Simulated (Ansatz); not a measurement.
The input (input.yaml):

```yaml
crystal:
  periodic: [false, false, false]
  atoms:
    - { symbol: C, position_ang: [0.822956, 2.307931, 1.41748] }
    - { symbol: Si, position_ang: [1.654455, 0.621594, 1.195853] }
    - { symbol: Ge, position_ang: [0.779976, -0.547872, -0.733021] }
    - { symbol: Si, position_ang: [-1.546019, -1.178716, -0.496888] }
    - { symbol: "N", position_ang: [-2.191018, -2.002096, -1.870058] }
    - { symbol: H, position_ang: [1.226337, 2.825015, 2.2909] }
    - { symbol: H, position_ang: [0.989348, 2.941271, 0.543474] }
    - { symbol: H, position_ang: [-0.254975, 2.201389, 1.557287] }
    - { symbol: H, position_ang: [1.428829, -0.214191, 2.404368] }
    - { symbol: H, position_ang: [3.12132, 0.80025, 1.040796] }
    - { symbol: H, position_ang: [0.946834, 0.34567, -1.980193] }
    - { symbol: H, position_ang: [1.626112, -1.813949, -0.981411] }
    - { symbol: H, position_ang: [-2.365765, 0.044215, -0.311929] }
    - { symbol: H, position_ang: [-1.649806, -1.996235, 0.739373] }
    - { symbol: H, position_ang: [-1.762588, -2.799791, -2.294167] }
    - { symbol: H, position_ang: [-2.848898, -1.556987, -2.477563] }
basis:
  gaussian: { orbitals: def2-SVP }
hamiltonian:
  xc: hf
phonons: {}
```

Launched with:

```bash
$ ansatz run input.yaml --threads 2 --pin off --max-ram 3072MiB --backend cpu --events-out ev --progress --plain --runs-dir out
```

Hardware: 2 threads of Arm Neoverse V1 (shared host).

Task: Roughly how long does this run take, and how much memory?

Result: 5 min, with a peak of 0.46 GiB, for 0 ionic steps.
